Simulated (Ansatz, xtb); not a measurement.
**C4H6Cl2O: which of two isomers lies lower**

We compare X, `C[C@H](C=O)C(Cl)Cl`, a singlet, with Y, `CC(=O)CC(Cl)Cl`, a singlet. Both are isolated molecules in the gas phase, relaxed with r2SCAN-D4/def2-SVP, each in the lowest conformer that the search found.

Estimate which is lower in electronic energy at CCSD(T)/def2-SVP + ΔMP2/def2-TZVPP, and by roughly how much.

The CCSD(T)/def2-SVP + ΔMP2/def2-TZVPP calculation puts structure Y lower, by 0.267 eV.

Level by level:

| level | geometry | E(Y) − E(X) (eV) | departure from the last row (eV) | job, with rough time for the two |
| --- | --- | --- | --- | --- |
| GFN2-xTB | GFN2-xTB | −0.349 | −0.082 | optimisation, 0.24 s |
| HF/STO-3G | GFN2-xTB | −0.273 | −0.007 | single point, 0.42 s |
| r2SCAN-D4/def2-SVP//GFN2-xTB | GFN2-xTB | −0.295 | −0.028 | single point, 3.8 s |
| r2SCAN-D4/def2-SVP | r2SCAN-D4/def2-SVP | −0.288 | −0.021 | optimisation, 41 s |
| HF/def2-SVP | r2SCAN-D4/def2-SVP | −0.323 | −0.056 | part of the CCSD(T) run |
| MP2/def2-SVP | r2SCAN-D4/def2-SVP | −0.202 | +0.065 | part of the CCSD(T) run |
| CCSD(T)/def2-SVP | r2SCAN-D4/def2-SVP | −0.209 | +0.058 | single point |
| CCSD(T)/def2-SVP + ΔMP2/def2-TZVPP | r2SCAN-D4/def2-SVP | −0.267 |  | single point, 60 s |

As drawn, both hold the same kinds of bond in the same numbers.

None of the levels shown reverses the order. The largest departure from CCSD(T)/def2-SVP + ΔMP2/def2-TZVPP is that of GFN2-xTB, 0.082 eV. The last row adds to CCSD(T) the change of the MP2 difference between the two basis sets, here −0.058 eV.

With thermal terms from frequencies at re-optimised GFN2-xTB minima (ideal gas, soft modes damped towards free rotors, one conformer each, 298.15 K, 1 atm): on the last row, ΔE + ΔZPE = −0.266, ΔH = −0.264, ΔG = −0.276 eV.

The correlated steps freeze 15 core orbitals. Mirror images aren't counted in ΔG. Programs: Ansatz 0.2.0, xtb 6.7.1; the last row on 4 threads of Arm Neoverse V1 on a shared host.
